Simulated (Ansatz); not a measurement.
Geometry optimisation, RHF/def2-SVP (Ansatz 0.2.0).

input.yaml

```yaml
crystal:
  periodic: [false, false, false]
  atoms:
    - { symbol: B, position_ang: [0.164348, 0.437337, -0.43997] }
    - { symbol: O, position_ang: [-0.081384, 0.028115, 2.129066] }
    - { symbol: H, position_ang: [-0.968069, -0.204934, 2.371208] }
    - { symbol: O, position_ang: [1.327991, -0.123145, -0.749542] }
    - { symbol: H, position_ang: [1.268469, -0.967573, -1.172685] }
    - { symbol: Cl, position_ang: [-1.379292, -0.300316, -0.965379] }
    - { symbol: H, position_ang: [0.132091, 1.496355, 0.100846] }
    - { symbol: H, position_ang: [-0.121255, 0.963061, 1.877156] }
basis:
  gaussian: { orbitals: def2-SVP }
hamiltonian:
  xc: hf
relax:
  f_tol: 0.03
  max_steps: 50
output:
  orbitals: {}
```

Command:

```bash
$ ansatz run input.yaml --threads 1 --pin off --max-ram 2048MiB --backend cpu --events-out ev --progress --plain --runs-dir out
```

**Question.** Where does it end, and by what steps?

**Answer.** The forces met the threshold. After 14 steps the energy has fallen by 0.169 eV; H8 moved furthest, 0.81 Å.

```json
{"step": "0", "energy less start (eV)": "0.0000", "largest force component (eV/Å)": "1.338", "accepted": "yes"}
{"step": "1", "energy less start (eV)": "-0.0991", "largest force component (eV/Å)": "0.872", "accepted": "yes"}
{"step": "2", "energy less start (eV)": "-0.1061", "largest force component (eV/Å)": "0.753", "accepted": "yes"}
{"step": "3", "energy less start (eV)": "-0.1162", "largest force component (eV/Å)": "1.663", "accepted": "yes"}
{"step": "4", "energy less start (eV)": "-0.1569", "largest force component (eV/Å)": "0.251", "accepted": "yes"}
{"step": "5", "energy less start (eV)": "-0.1606", "largest force component (eV/Å)": "0.282", "accepted": "yes"}
{"step": "6", "energy less start (eV)": "-0.1570", "largest force component (eV/Å)": "0.590", "accepted": "no"}
{"step": "7", "energy less start (eV)": "-0.1642", "largest force component (eV/Å)": "0.143", "accepted": "yes"}
{"step": "8", "energy less start (eV)": "-0.1656", "largest force component (eV/Å)": "0.232", "accepted": "yes"}
{"step": "9", "energy less start (eV)": "-0.1666", "largest force component (eV/Å)": "0.127", "accepted": "yes"}
{"step": "10", "energy less start (eV)": "-0.1656", "largest force component (eV/Å)": "0.224", "accepted": "no"}
{"step": "11", "energy less start (eV)": "-0.1673", "largest force component (eV/Å)": "0.079", "accepted": "yes"}
{"step": "12", "energy less start (eV)": "-0.1673", "largest force component (eV/Å)": "0.203", "accepted": "yes"}
{"step": "13", "energy less start (eV)": "-0.1684", "largest force component (eV/Å)": "0.080", "accepted": "yes"}
{"step": "14", "energy less start (eV)": "-0.1687", "largest force component (eV/Å)": "0.023", "accepted": "yes"}
```

```xyz
8
Properties=species:S:1:pos:R:3
B 0.145 0.509 -0.622
O -0.124 0.024 2.056
H -1.054 -0.129 2.140
O 1.321 -0.090 -0.784
H 1.284 -1.021 -0.944
Cl -1.382 -0.386 -0.932
H 0.083 1.674 -0.396
H 0.070 0.748 2.633
```

Whether the end is a true minimum wasn't checked by a vibrational analysis.

The run took 32 s on 1 thread of Arm Neoverse N1, on a shared host, peak memory 0.14 GiB.
